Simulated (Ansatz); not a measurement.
The cluster K2Se (the lowest singlet isomer of a short search), 3 atoms. Hardware: 4 threads of Intel Xeon on a shared host.

Correlated methods freeze 19 core orbitals; core or outer-core shells of K, Se are correlated, in sets that lack core-valence functions.

(1) How many basis functions does each of these Ansatz runs have, and roughly what does it cost? PBE0-D4/def2-TZVP, charge 0 quintet, energy, from earlier orbitals; HF/STO-3G, charge 0 triplet, energy; CCSD(T)/def2-TZVPP, charge 1 doublet at the geometry of the charge 0 singlet, energy, from earlier orbitals; RPA@PBE/def2-TZVP, charge 0 quintet, energy, from earlier orbitals; B2PLYP/def2-TZVP, charge 0 quintet, energy, from earlier orbitals; BHLYP-D4/def2-TZVP, charge 0 quintet, energy, from earlier orbitals; r2SCAN-D4/def2-TZVP, charge 0 singlet, energy, from earlier orbitals; MP2/def2-TZVP, charge 0 triplet, energy, from earlier orbitals; PBE-D4/def2-TZVP, charge 0 quintet, energy, from earlier orbitals; BHLYP-D4/def2-TZVP, charge 0 triplet, energy, from earlier orbitals; BLYP-D4/def2-TZVP, charge 0 singlet, energy, from earlier orbitals; PBE0-D4/def2-TZVP, charge 0 singlet, energy, from earlier orbitals.

Results:

(1) Other jobs shared the machine, so times can vary by a factor of up to 3. A dash marks memory too small to be measured apart from the calling script's.

```csv
run,functions,fitting or Cholesky vectors,wall time,peak host memory (GiB)
"HF/STO-3G, charge 0 triplet, energy",44,493,0.71 s,–
"BLYP-D4/def2-TZVP, charge 0 singlet, energy, from earlier orbitals",114,1037,2.3 s,–
"PBE0-D4/def2-TZVP, charge 0 singlet, energy, from earlier orbitals",114,970,3.6 s,–
"r2SCAN-D4/def2-TZVP, charge 0 singlet, energy, from earlier orbitals",114,1037,3.8 s,–
"MP2/def2-TZVP, charge 0 triplet, energy, from earlier orbitals",114,970,3.9 s,–
"RPA@PBE/def2-TZVP, charge 0 quintet, energy, from earlier orbitals",114,970,4.1 s,–
"PBE-D4/def2-TZVP, charge 0 quintet, energy, from earlier orbitals",114,1037,4.5 s,–
"B2PLYP/def2-TZVP, charge 0 quintet, energy, from earlier orbitals",114,970,7 s,–
"BHLYP-D4/def2-TZVP, charge 0 quintet, energy, from earlier orbitals",114,970,8 s,–
"BHLYP-D4/def2-TZVP, charge 0 triplet, energy, from earlier orbitals",114,970,10 s,–
"PBE0-D4/def2-TZVP, charge 0 quintet, energy, from earlier orbitals",114,970,12 s,–
"CCSD(T)/def2-TZVPP, charge 1 doublet at the geometry of the charge 0 singlet, energy, from earlier orbitals",114,970,19 s,0.9
```
